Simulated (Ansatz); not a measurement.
Abridged output of a molecular run in Ansatz:

```
Functional definition: HF
1596 factors; integrals over basis functions are off by at most 9.0e-4 eV
mean field evaluation 1: about -9248.3096 eV, gradient 5.1e1 eV
mean field evaluation 2: about -9248.4034 eV, gradient 5.1e1 eV
mean field evaluation 4: about -9254.0070 eV, gradient 3.9e0 eV
mean field evaluation 8: about -9254.0730 eV, gradient 3.1e-1 eV
mean field -9254.07339790 eV, -340.0809247365 hartree, gradient 4.9e-6 eV, S^2 0.000000; 0 other end points of the search recorded, 0 dependent functions left out
7 core orbitals not correlated: weight in the atoms' cores, before any rotation towards them, 1.000 or more for the frozen orbitals, at most 0.000 for the correlated occupied ones
reference -9254.07339790 eV, -340.0809247365 hartree; 17, 17 occupied and 217, 217 virtual orbitals, 1596 factors
second order -24.77314414 eV of doubles, -0.00000000 eV of singles
cycle   1  -24.70260222 eV  change    7.1e-2 eV  update   1.1e-1
cycle   2  -25.28473546 eV  change   -5.8e-1 eV  update   3.3e-2
cycle   3  -25.41514562 eV  change   -1.3e-1 eV  update   2.1e-2
cycle   4  -25.40683324 eV  change    8.3e-3 eV  update   6.5e-3
cycle   5  -25.40277111 eV  change    4.1e-3 eV  update   3.7e-3
cycle   6  -25.40398372 eV  change   -1.2e-3 eV  update   1.3e-3
cycle   7  -25.40361141 eV  change    3.7e-4 eV  update   5.2e-4
cycle   8  -25.40348655 eV  change    1.2e-4 eV  update   1.8e-4
cycle   9  -25.40357376 eV  change   -8.7e-5 eV  update   6.1e-5
cycle  10  -25.40359110 eV  change   -1.7e-5 eV  update   2.3e-5
perturbative correction -0.93654155 eV, -0.0344172672 hartree
Total energy: -9280.41353055 eV, -341.0489067574 hartree
```

Its atoms:

```xyz
11

N    -1.125    1.313    0.588
C     0.312    1.350    0.348
In    1.212   -0.509   -0.363
N    -0.236   -1.914   -0.531
H    -1.629    1.070   -0.254
H    -1.362    0.613    1.279
H     0.818    1.651    1.268
H     0.531    2.140   -0.374
H     2.770   -1.089   -0.806
H    -1.208   -1.764   -0.318
H    -0.082   -2.859   -0.840
```

(1) Which basis set was used?
A. def2-TZVPPD
B. def2-SVP
C. def2-QZVPP
D. def2-TZVPP

(2) Write the keys of the input that set method, charge and spin (a neutral closed shell needs none for the last two).

## Answers

(1) D. It gives 241 functions.

(2) 
```yaml
correlation: {method: ccsd_t}
```
